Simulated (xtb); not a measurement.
xtb input for Te(F)(OMe) (CH₃FOTe), SMILES CO[Te]F, GFN2-xTB. 

```
$ xtb mol.xyz --gfn 2 --sp --chrg 0 --uhf 0 --json
$ cat mol.xyz
7

Te     0.01504457     0.28794319     0.50952843
F     -1.79703544     0.24162902    -0.32741223
O      0.72221679    -1.14367349    -0.60512229
C      1.03893516    -0.90076107    -1.96044347
H      1.80872443    -0.13430371    -2.07116129
H      1.41726268    -1.84819248    -2.34553289
H      0.15366869    -0.61125685    -2.52843465
```

Log of the run:

```
[banner left out]
          |                Calculation Setup                |
           -------------------------------------------------



           -------------------------------------------------
          |                 G F N 2 - x T B                 |
           -------------------------------------------------

        Reference                      10.1021/acs.jctc.8b01176
      * Hamiltonian:
        H0-scaling (s, p, d)           1.850000    2.230000    2.230000
        zeta-weighting                 0.500000
      * Dispersion:
        s8                             2.700000
        a1                             0.520000
        a2                             5.000000
        s9                             5.000000
      * Repulsion:
        kExp                           1.500000    1.000000
        rExp                           1.000000
      * Coulomb:
        alpha                          2.000000
        third order                    shell-resolved
        anisotropic                    true
        a3                             3.000000
        a5                             4.000000
        cn-shift                       1.200000
        cn-exp                         4.000000
        max-rad                        5.000000


          ...................................................
          :                      SETUP                      :
          :.................................................:
          :  # basis functions                  25          :
          :  # atomic orbitals                  24          :
          :  # shells                           12          :
          :  # electrons                        26          :
          :  max. iterations                   250          :
          :  Hamiltonian                  GFN2-xTB          :
          :  restarted?                      false          :
          :  GBSA solvation                  false          :
          :  PC potential                    false          :
          :  electronic temp.          300.0000000     K    :
          :  accuracy                    1.0000000          :
          :  -> integral cutoff          0.2500000E+02      :
          :  -> integral neglect         0.1000000E-07      :
          :  -> SCF convergence          0.1000000E-05 Eh   :
          :  -> wf. convergence          0.1000000E-03 e    :
          :  Broyden damping             0.4000000          :
          :  net charge                          0          :
          :  unpaired electrons                  0          :
          ...................................................

 iter      E             dE          RMSdq      gap      omega  full diag
   1    -15.5472228 -0.155472E+02  0.667E+00    3.10       0.0  T
   2    -15.5283884  0.188344E-01  0.109E+01    2.87       1.0  T
   3    -15.5020102  0.263782E-01  0.119E+01    2.84       1.0  T
   4    -15.5800371 -0.780269E-01  0.326E+00    3.31       1.0  T
   5    -15.6256811 -0.456441E-01  0.293E-01    3.23       1.0  T
   6    -15.6256964 -0.152036E-04  0.192E-01    3.23       1.0  T
   7    -15.6255813  0.115007E-03  0.201E-01    3.24       1.0  T
   8    -15.6257002 -0.118841E-03  0.486E-02    3.24       1.0  T
   9    -15.6257034 -0.323554E-05  0.168E-02    3.23       2.3  T
  10    -15.6257043 -0.829890E-06  0.325E-03    3.23      11.6  T
  11    -15.6257042  0.566565E-08  0.246E-03    3.23      15.4  T
  12    -15.6257043 -0.102449E-07  0.504E-04    3.23      75.0  T
  13    -15.6257043 -0.296360E-09  0.434E-05    3.23     870.7  T

   *** convergence criteria satisfied after 13 iterations ***

         #    Occupation            Energy/Eh            Energy/eV
      -------------------------------------------------------------
         1        2.0000           -0.8888650             -24.1872
       ...           ...                  ...                  ...
         7        2.0000           -0.5571721             -15.1614
         8        2.0000           -0.5201332             -14.1535
         9        2.0000           -0.5069039             -13.7936
        10        2.0000           -0.5022313             -13.6664
        11        2.0000           -0.4681507             -12.7390
        12        2.0000           -0.4545835             -12.3698
        13        2.0000           -0.4064794             -11.0609 (HOMO)
        14                         -0.2876208              -7.8266 (LUMO)
        15                         -0.2424936              -6.5986
        16                         -0.0378413              -1.0297
        17                         -0.0148952              -0.4053
        18                          0.0329333               0.8962
       ...                                ...                  ...
        24                          0.5836931              15.8831
      -------------------------------------------------------------
                  HL-Gap            0.1188586 Eh            3.2343 eV
             Fermi-level           -0.3470501 Eh           -9.4437 eV

 SCC (total)                   0 d,  0 h,  0 min,  0.010 sec
 SCC setup                      ...        0 min,  0.000 sec (  2.060%)
 Dispersion                     ...        0 min,  0.000 sec (  0.774%)
 classical contributions        ...        0 min,  0.000 sec (  0.559%)
 integral evaluation            ...        0 min,  0.001 sec ( 14.442%)
 iterations                     ...        0 min,  0.005 sec ( 56.083%)
 molecular gradient             ...        0 min,  0.002 sec ( 22.959%)
 printout                       ...        0 min,  0.000 sec (  2.813%)

         :::::::::::::::::::::::::::::::::::::::::::::::::::::
         ::                     SUMMARY                     ::
         :::::::::::::::::::::::::::::::::::::::::::::::::::::
         :: total energy             -15.565006280360 Eh    ::
         :: gradient norm              0.000119016142 Eh/a0 ::
         :: HOMO-LUMO gap              3.234307112684 eV    ::
         ::.................................................::
         :: SCC energy               -15.625703705528 Eh    ::
         :: -> isotropic ES            0.030515729666 Eh    ::
         :: -> anisotropic ES         -0.000237653788 Eh    ::
         :: -> anisotropic XC         -0.002902730057 Eh    ::
         :: -> dispersion             -0.003498186938 Eh    ::
         :: repulsion energy           0.060697425168 Eh    ::
         :: add. restraining           0.000000000000 Eh    ::
         :: total charge              -0.000000000000 e     ::
         :::::::::::::::::::::::::::::::::::::::::::::::::::::

           -------------------------------------------------
          |                Property Printout                |
           -------------------------------------------------

    * Orbital Energies and Occupations

         #    Occupation            Energy/Eh            Energy/eV
      -------------------------------------------------------------
         1        2.0000           -0.8888650             -24.1872
         2        2.0000           -0.7936053             -21.5951
         3        2.0000           -0.7134383             -19.4136
         4        2.0000           -0.6384917             -17.3742
         5        2.0000           -0.5690607             -15.4849
         6        2.0000           -0.5589691             -15.2103
         7        2.0000           -0.5571721             -15.1614
         8        2.0000           -0.5201332             -14.1535
         9        2.0000           -0.5069039             -13.7936
        10        2.0000           -0.5022313             -13.6664
Note: The following floating-point exceptions are signalling: IEEE_DENORMAL
normal termination of xtb
        11        2.0000           -0.4681507             -12.7390
        12        2.0000           -0.4545835             -12.3698
        13        2.0000           -0.4064794             -11.0609 (HOMO)
        14                         -0.2876208              -7.8266 (LUMO)
        15                         -0.2424936              -6.5986
        16                         -0.0378413              -1.0297
        17                         -0.0148952              -0.4053
        18                          0.0329333               0.8962
        19                          0.0816216               2.2210
        20                          0.1159253               3.1545
        21                          0.1589074               4.3241
        22                          0.1938949               5.2761
        23                          0.2301333               6.2622
        24                          0.5836931              15.8831
      -------------------------------------------------------------
                  HL-Gap            0.1188586 Eh            3.2343 eV
             Fermi-level           -0.3470501 Eh           -9.4437 eV

     #   Z          covCN         q      C6AA      α(0)
     1  52 Te       1.619     0.269   401.228    37.051
     2   9 F        0.717    -0.216    11.408     3.988
     3   8 O        1.637    -0.268    18.472     5.801
     4   6 C        3.738     0.034    20.073     6.393
     5   1 H        0.924     0.048     2.341     2.393
     6   1 H        0.924     0.072     2.066     2.248
     7   1 H        0.924     0.060     2.198     2.318

 Mol. C6AA /au·bohr⁶  :       1314.666714
 Mol. C8AA /au·bohr⁸  :      74288.891866
 Mol. α(0) /au        :         60.193052


Wiberg/Mayer (AO) data.
largest (>0.10) Wiberg bond orders for each atom

 ---------------------------------------------------------------------------
     #   Z sym  total        # sym  WBO       # sym  WBO       # sym  WBO
 ---------------------------------------------------------------------------
     1  52 Te   2.488 --     3 O    1.259     2 F    1.176
     2   9 F    1.240 --     1 Te   1.176
     3   8 O    2.321 --     1 Te   1.259     4 C    0.982
     4   6 C    3.934 --     7 H    0.982     3 O    0.982     5 H    0.981
                             6 H    0.969
     5   1 H    0.998 --     4 C    0.981
     6   1 H    0.995 --     4 C    0.969
     7   1 H    0.996 --     4 C    0.982
 ---------------------------------------------------------------------------

Topologies differ in total number of bonds
Writing topology from bond orders to xtbtopo.mol

molecular dipole:
                 x           y           z       tot (Debye)
 q only:        0.817       0.237      -0.223
   full:        1.137       0.413      -0.113       3.088
molecular quadrupole (traceless):
                xx          xy          yy          xz          yz          zz
 q only:       -3.596       0.421      -1.181      -2.791       1.872       4.777
  q+dip:       -3.495       1.242      -0.619      -2.069       1.603       4.114
   full:       -3.251       0.465      -1.771      -2.440       3.340       5.022


           -------------------------------------------------
          | TOTAL ENERGY              -15.565006280360 Eh   |
          | GRADIENT NORM               0.000119016142 Eh/α |
          | HOMO-LUMO GAP               3.234307112684 eV   |
           -------------------------------------------------

------------------------------------------------------------------------
------------------------------------------------------------------------
 total:
 SCF:
```

The calculation finished and met its thresholds.
